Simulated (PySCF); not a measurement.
## Electric field gradients and quadrupole coupling constants

Species: C4H3OP3.
Geometry (GFN2-xTB, Å), atoms numbered from 1 in this order:
```
atom  x, y, z in Å
O1     3.0589    0.7917   -0.1225
C2     2.3517   -0.1861   -0.0402
C3     0.8992   -0.1082   -0.0138
P4     0.0708   -1.6421    0.1081
C5    -1.6110   -1.2532    0.1182
P6    -2.5226    0.2182    0.0360
C7    -1.3479    1.4864   -0.0751
P8     0.3788    1.5689   -0.1156
H9     2.7799   -1.2057    0.0194
H10   -2.2415   -2.1367    0.1925
H11   -1.8109    2.4694   -0.1330
```

Field gradients from the PBE0/pcSseg-1 density (PySCF, non-relativistic), principal values in atomic units, ordered |Vxx| ≤ |Vyy| ≤ |Vzz|:

```tsv
atom	Vxx	Vyy	Vzz
O1	0.5041	1.4484	-1.9525
```

Problem. Find the asymmetry η = (Vxx − Vyy)/Vzz and the couplings χ = eQV/h (234.96 MHz × Q in barn × V in au), with Q(17O) = −0.0256 b.

Solution. 
```csv
atom,environment,nucleus,η,χzz (MHz),χxx (MHz),χyy (MHz)
O1,aldehyde oxygen,17O,0.48,11.74,-3.03,-8.71
```

The tensor is traceless: Vxx + Vyy + Vzz = 0.

Problem. What is Vzz at O1 in SI units (1 au = 9.71736 × 10²¹ V/m²)?

Solution. -1.9525 au = -18.973 × 10²¹ V/m².

Were the hydrogens deuterons (Q(2H) = 0.00286 b), χzz would run from 180 kHz (H9) to 212 kHz (H10 and H11).

One conformer (not necessarily the lowest) at the GFN2-xTB geometry, without solvent, vibrations or thermal averaging. GFN2-xTB bond lengths can be off by several hundredths of an ångström, more for odd bonds, and the gradients follow them. A larger basis could move these couplings by a tenth or more.
